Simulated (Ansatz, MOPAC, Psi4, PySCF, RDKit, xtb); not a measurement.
Dimer: CH5N (SMILES CN) (first 7 atoms) with CH2O2 (SMILES O=CO); geometry from B3LYP-D3(BJ)/def2-TZVP, rigid monomers moved along the line of their centres of mass till N2···H12 is 1.52 Å.
(charge 0, multiplicity 1):
```xyz
12

C      0.1951     0.6462     0.1549
N     -0.5601    -0.4425     0.7931
H      0.9855     0.9585     0.8359
H     -0.4698     1.4936    -0.0117
H      0.6467     0.3639    -0.8006
H      0.0563    -1.2240     0.9904
H     -1.3030    -0.7782     0.1909
O      1.1829    -0.1375     3.2005
C      0.1664     0.2440     3.7320
O     -1.0182     0.3501     3.1572
H      0.1218     0.5538     4.7869
H     -0.9435     0.0445     2.1848
```

| level | interaction energy (kcal/mol) | cost |
|---|---|---|
| MMFF94 | -9.57 | - |
| UFF | 488.14 | - |
| GFN-FF | -5.08 | - |
| AM1 | 2.46 | - |
| PM6 | -5.98 | - |
| PM7 | -8.06 | - |
| GFN1-xTB | -14.69 | - |
| GFN2-xTB | -11.54 | - |
| HF/STO-3G (no counterpoise) | -11.29 | - |
| HF/3-21G (no counterpoise) | -20.96 | - |
| HF/6-31G* | -8.37 | - |
| HF/6-31G* (no counterpoise) | -10.89 | - |
| HF/aug-cc-pVDZ | -7.74 | - |
| PBE/def2-TZVPPD | -12.94 | ×1 |
| PBE-D3(BJ)/def2-TZVPPD | -14.74 | ×1 |
| PBE-D4/def2-TZVPPD | -14.72 | ×1 |
| BP86/6-31G* (no counterpoise) | -16.01 | - |
| r2SCAN/def2-TZVPPD | -14.71 | ×1 |
| r2SCAN-D3(BJ)/def2-TZVPPD | -15.33 | ×1 |
| r2SCAN-D4/def2-TZVPPD | -15.26 | ×1 |
| B3LYP/3-21G (no counterpoise) | -26.09 | - |
| B3LYP/6-31G* | -12.31 | - |
| B3LYP/6-31G* (no counterpoise) | -15.72 | - |
| B3LYP/6-311+G** (no counterpoise) | -12.56 | - |
| B3LYP/def2-TZVPPD | -11.29 | ×2 |
| B3LYP-D3(BJ)/def2-TZVPPD | -14.14 | ×2 |
| B3LYP-D4/def2-TZVPPD | -14.02 | ×2 |
| PBE0/def2-TZVPPD | -13.49 | ×1 |
| PBE0-D3(BJ)/def2-TZVPPD | -15.09 | ×1 |
| PBE0-D4/def2-TZVPPD | -15.05 | ×1 |
| M06-2X/6-31G* (no counterpoise) | -18.34 | - |
| wB97X-V/def2-TZVPPD | -13.71 | ×3 |
| wB97M-V/def2-TZVPPD | -13.36 | ×3 |
| MP2/6-31G* | -10.77 | - |
| MP2/6-31G* (no counterpoise) | -15.94 | - |
| MP2/aug-cc-pVDZ | -11.86 | - |
| SCS-MP2/aug-cc-pVDZ | -9.93 | - |
| CCSD/aug-cc-pVDZ | -10.21 | - |
| CCSD(T)/aug-cc-pVDZ | -10.97 | ×20 |
| SAPT0/jun-cc-pV(D+d)Z | -15.22 | - |

The rows run from -26.09 (B3LYP/3-21G (no counterpoise)) to 488.14 kcal/mol (UFF). In aug-cc-pVDZ the value moves HF -7.74, MP2 -11.86, CCSD -10.21, CCSD(T) -10.97, a shift of -3.23 from HF to CCSD(T). The dispersion term adds -1.80 in PBE-D3(BJ), -1.77 in PBE-D4, -0.62 in r2SCAN-D3(BJ). The 6 functionals in def2-TZVPPD without D3 or D4 span 3.42, from r2SCAN to B3LYP.

Counterpoise-corrected where a basis set is named; no monomer relaxation. Rows marked so take none. RDKit's UFF carries no charges.

Correlated levels freeze the cores. Rows in 3-21G, 6-311+G**, 6-31G*, STO-3G carry no dispersion term and start afresh at each structure (6-31G* with six Cartesian d functions). MP2/6-31G* freezes PySCF's default core. The state that AM1, PM6, PM7 reach isn't checked; PM7 holds dispersion and hydrogen-bond terms.

Programs: Ansatz (an electronic-structure program); MOPAC for AM1, PM6, PM7 (differences of heats of formation); Psi4 for SAPT; PySCF for 3-21G rows, 6-311+G** rows, 6-31G* rows, STO-3G rows, the dispersion terms; RDKit for the force fields; xtb for the GFN methods. 

Costs are rough ratios of core time to PBE/def2-TZVPPD (about 11 s over the structures, on one shared machine); a dash marks a level with no comparable run of its own.
